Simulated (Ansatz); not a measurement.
Potential energy curve for Ba(F)2, BaF2, SMILES [F][Ba][F]. The Ba1–F3 bond (Ba1 also carries F; F3 carries nothing else) is stretched with both fragments frozen at the PBE0/def2-TZVP, def2 effective core potentials past Kr optimised geometry.

- RKS-PBE = restricted PBE/def2-TZVP, def2 effective core potentials past Kr run with Ansatz (a program for electronic structure)
- UKS-PBE0 = Ansatz with unrestricted PBE0/def2-TZVP, def2 effective core potentials past Kr

Energies relative to the lowest point of each curve near equilibrium, in kJ/mol:

```json
[
 {"R / Å": "1.85", "RKS-PBE": "125.6"},
 {"R / Å": "1.96", "RKS-PBE": "52.3"},
 {"R / Å": "2.08", "RKS-PBE": "12.4"},
 {"R / Å": "2.16", "RKS-PBE": "1.8"},
 {"R / Å": "2.23", "RKS-PBE": "0.0"},
 {"R / Å": "2.30", "RKS-PBE": "3.4"},
 {"R / Å": "2.50", "RKS-PBE": "31.2"},
 {"R / Å": "2.91", "RKS-PBE": "117.2"},
 {"R / Å": "3.66", "RKS-PBE": "255.6"},
 {"R / Å": "4.13", "RKS-PBE": "316.4"},
 {"R / Å": "5.46", "RKS-PBE": "410.9"},
 {"R / Å": "6.42", "RKS-PBE": "441.4"}
]
```

Task: What does UKS-PBE0 give at the same points?

Result: 1.85: 120.1; 1.96: 48.5; 2.08: 10.4; 2.16: 0.9; 2.23: 0.0; 2.30: 4.3; 2.50: 34.5; 2.91: 125.1; 3.66: 270.8; 4.13: 337.3; 5.46: 435.3; 6.42: 462.9 (kJ/mol).

The unrestricted determinant behind UKS-PBE0 is spin-contaminated at 4.64 to 6.42 Å (<S²> up to 0.5, against 0.00 for a pure singlet).
